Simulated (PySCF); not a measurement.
# C12H27P: Computed beside measured shifts

System: C12H27P (measured compound), SMILES CCCCP(CCCC)CCCC.

Atom-mapped SMILES (hydrogens are numbered by the atom that bears them): [CH3:1][CH2:2][CH2:3][CH2:4][P:5]([CH2:6][CH2:7][CH2:8][CH3:9])[CH2:10][CH2:11][CH2:12][CH3:13]

Level of theory: GIAO KT3/pcSseg-2, gas phase, PySCF SCF with an in-house response code, fitting set def2-universal-JFIT, grid level 2, non-relativistic, on the PBE0-D3(BJ)/def2-SVP geometry.

One optimised conformer. Values are averaged over the atoms that symmetry or fast rotation interchanges, on this one geometry and without vibrational averaging. Shifts are the reference shielding less the shielding here, at the same level (13C, 1H against isolated TMS; 31P against isolated H3PO4); nuclei without a reference have shieldings only.

Q: What shifts does this level give for P5, and how do they compare with measurement?

A: 
| atom | nucleus | computed / ppm | measured / ppm | computed less measured | measured against | medium of the measurement |
| --- | --- | --- | --- | --- | --- | --- |
| P5 | 31P | -48.2 | -32.5 | -15.7 | 85 % H3PO4 | not stated |

Computed 19F and 31P shifts carry an offset from the reference molecule (CFCl3 is hard for DFT, lone H3PO4 or PH3 isn't the 85 % acid), so differences between compounds are more accurate than the values.

Measured values: NMR Tables: representative 31P chemical shifts referenced to 85 % H3PO4.
